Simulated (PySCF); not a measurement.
# Correlation energy of Tb⁴⁷⁺ (terbium, charge +47)

Starting occupation: [Ar]. All numbers are calculated (PySCF 2.14, X2C-1e with screened-nucleus spin-orbit coupling, Gaussian nucleus, in an uncontracted even-tempered set (18 s from 4 bohr⁻², ratio 2.6; 14 p from 5.2 bohr⁻², ratio 2.6; 5 d from 5.4 bohr⁻², ratio 2.8; 3 f from 87 bohr⁻², ratio 2.8)). Frozen: [Ne]; 8 electrons correlated; the 62 highest virtual spinors left out.

MP2 pair energies summed by pair of shells (mhartree):

| pair | energy | share (%) |
| --- | --- | --- |
| 3p3/2-3p3/2 | -186.32 | 42.2 |
| 3p1/2-3p3/2 | -161.91 | 36.7 |
| 3p1/2-3p1/2 | -41.59 | 9.4 |
| 3p3/2-3s1/2 | -23.56 | 5.3 |
| 3s1/2-3s1/2 | -14.93 | 3.4 |
| 3p1/2-3s1/2 | -12.76 | 2.9 |

Total MP2 correlation energy: -441.07 mhartree.

The virtual space was cut to 50 spinors, which keep -425.58 of the -441.07 mhartree of MP2 correlation.

```json
{"level": "CCSD", "correlation energy (mhartree)": "-467.40"}
{"level": "(T)", "correlation energy (mhartree)": "-1.95"}
{"level": "CCSD(T)", "correlation energy (mhartree)": "-469.35"}
```

Diagnostics: T1 = 0.00022, largest double amplitude 0.037.

Cost of the coupled-cluster step: about 30 core-seconds, for 8 occupied and 50 virtual spinors.

The coupled-cluster values are those of the cut space; adding the MP2 remainder, -15.49 mhartree, estimates the full space.

At this charge the one-electron X2C treatment keeps the bare 1/r₁₂, with no two-electron picture change or Breit term. The effect here is smaller than on the frozen 1s shell.
